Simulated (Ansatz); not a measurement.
Consider the cleavage of the Si–Si bond: `O[SiH]([SiH3])[GeH3]` + `NC(O)O` → `OC(O)N[SiH3]` + `O[SiH2][GeH3]`.

Calculated with Ansatz (gas phase, PBE0-D4/def2-TZVP geometries, no zero-point term in ΔE). CCSD(T)/CBS is the MP2 limit (def2-TZVPP, def2-QZVPP) plus CCSD(T) − MP2 in def2-TZVPP, frozen cores. DFT in def2-TZVPP. B3LYP here is the variant with VWN-RPA as its local correlation; programs differ in this. For Ge outer-core shells are correlated without core-valence functions, which leaves a few kJ/mol of doubt a bond. Scalar relativity is left out up to krypton. Each species was taken in one conformer, which may not be the lowest.

Is it downhill or uphill in electronic energy at CCSD(T)/CBS, and by how much? (Best estimate.)

Computed: Downhill: ΔE = -37.2 kJ/mol.

What do these levels give: PBE-D4, B3LYP-D4, ωB97M-V, PBE, B3LYP, MP2/def2-TZVPP, SCS-MP2/def2-TZVPP, CCSD/def2-TZVPP, MP2/def2-QZVPP, HF/CBS(def2), MP2/CBS(def2), CCSD/CBS(def2)? (Estimate.)

Ansatz gave: PBE-D4 -17.0, B3LYP-D4 -35.9, ωB97M-V -41.4, PBE -17.8, B3LYP -37.3, MP2/def2-TZVPP -45.1, SCS-MP2/def2-TZVPP -48.1, CCSD/def2-TZVPP -40.5, MP2/def2-QZVPP -45.1, HF/CBS(def2) -57.2, MP2/CBS(def2) -44.3, CCSD/CBS(def2) -39.7 kJ/mol.

Largest T1 diagnostic among the species: 0.013.

From PBE to PBE0 (25 % exact exchange), in def2-TZVPP and without D4, ΔE moves by −6.5 kJ/mol. In def2-TZVPP, CCSD(T) changes the Hartree–Fock value by +17.6 kJ/mol (the triples alone add +2.5 kJ/mol) and MP2 by +10.5 kJ/mol.
